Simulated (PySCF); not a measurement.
An excited-state job on `CC[Si@@H]([SeH])SC`.

Method: TDDFT wB97X-D/def2-SVPD, vertical, gas phase, core orbitals frozen in the response (PySCF 2.14.0, density-fitted response routines). Geometry: GFN2-xTB. The input is one job of a driver script: a line of settings, then coordinates in Å.

Command:
```bash
OMP_NUM_THREADS=1 python probes_run.py task.json out
```

Input:
```
{"job": {"kind": "uv", "xc": "wB97X-D", "basis": "def2-SVPD", "nstates": 8, "ntriplets": 3}, "charge": 0, "multiplicity": 1}
C     -2.424009     0.721442    -0.154199
C     -1.643949    -0.535923    -0.510003
Si     0.092333    -0.540628     0.253121
Se     1.260402    -2.431441    -0.390947
S      1.084723     1.257326    -0.387331
C      2.793414     0.899681     0.119964
H     -3.402847     0.710790    -0.629260
H     -2.567265     0.795340     0.920835
H     -1.889216     1.607148    -0.488610
H     -1.570376    -0.615727    -1.596414
H     -2.183837    -1.417846    -0.164232
H      0.124359    -0.635374     1.711539
H      0.946479    -2.329169    -1.785679
H      2.875753     0.985522     1.198903
H      3.071299    -0.099159    -0.205578
H      3.425137     1.636963    -0.363512
```

Task: Give the output.

Result: 
```
coarse grid: 60320 points
cycle   1  E = -3209.0364915840  dE = -4.872e-01  |g| = 3.473e-01  |ddm| = 5.013e+00
cycle   2  E = -3209.0613845700  dE = -2.489e-02  |g| = 2.320e-01  |ddm| = 1.216e+00
cycle   3  E = -3209.0767822893  dE = -1.540e-02  |g| = 3.666e-02  |ddm| = 5.262e-01
cycle   4  E = -3209.0772162229  dE = -4.339e-04  |g| = 1.048e-02  |ddm| = 9.193e-02
cycle   5  E = -3209.0772592192  dE = -4.300e-05  |g| = 2.220e-03  |ddm| = 3.013e-02
cycle   6  E = -3209.0772616950  dE = -2.476e-06  |g| = 1.100e-03  |ddm| = 7.440e-03
final grid: 124096 points
cycle   7  E = -3209.0769635068  dE = -1.327e-06  |g| = 1.086e-03  |ddm| = 1.169e-02
cycle   8  E = -3209.0769636246  dE = -1.178e-07  |g| = 9.397e-04  |ddm| = 3.904e-03
cycle   9  E = -3209.0769638504  dE = -2.258e-07  |g| = 8.293e-05  |ddm| = 1.571e-03
cycle  10  E = -3209.0769638542  dE = -3.764e-09  |g| = 3.747e-05  |ddm| = 2.874e-04
cycle  11  E = -3209.0769638551  dE = -8.504e-10  |g| = 8.120e-06  |ddm| = 1.493e-04
converged SCF energy = -3209.0769638551

Static polarisability (au): isotropic 113.484, principal 91.816 121.618 127.017

Singlet excitations
state   eV       nm        f      main configurations
  1   5.5427    223.7   0.02173   H->L 0.57, H->L+1 0.17
  2   5.6361    220.0   0.00181   H-1->L+1 0.36, H-1->L 0.26, H->L+1 0.09
  3   5.8752    211.0   0.04301   H-1->L 0.52, H->L 0.15, H->L+1 0.14
  4   6.4561    192.0   0.02609   H->L+3 0.34, H->L+2 0.21, H-1->L+3 0.08
  5   6.6865    185.4   0.02239   H->L+3 0.26, H->L+2 0.19, H-1->L+1 0.13
  6   6.7379    184.0   0.01464   H->L+1 0.36, H-1->L+1 0.17
  7   6.9181    179.2   0.01521   H->L+5 0.36, H->L+4 0.11, H-1->L+2 0.11
  8   7.0981    174.7   0.05101   H-1->L+3 0.22, H->L+4 0.17, H-2->L 0.14

Triplet excitations (Tamm-Dancoff, eV): 5.1805 5.3172 5.4976
```

The SCF starts on a coarse grid where the log names one; the energy can jump when the final grid takes over, and dE then counts from the start density on the new grid. H and L stand for HOMO and LUMO; the number after each pair is its weight.

Task: Give the mean polarisability as a volume in Å³, and the ratio of the largest to the smallest principal value.

Result: 113.484 au × 0.148185 = 16.82 Å³; 127.017/91.816 = 1.38.

Main results: HOMO -8.62 eV, LUMO 1.38 eV; lowest singlet 5.54 eV; lowest triplet 5.18 eV (Tamm–Dancoff); mean polarisability 113.5 au.

 Relativistic effects, spin–orbit coupling among them, are left out although an element past zinc is present.

On one thread of an Arm Neoverse V1 (shared host), this took 63 s of wall time and 1.0 GiB of memory at its peak.

One conformer stands for the species.
Labels such as C1 count atoms from 1, the log's own numbers from 0.

Note: wB97X-D ran without an empirical dispersion term, which enters the total energy and its gradient alone.
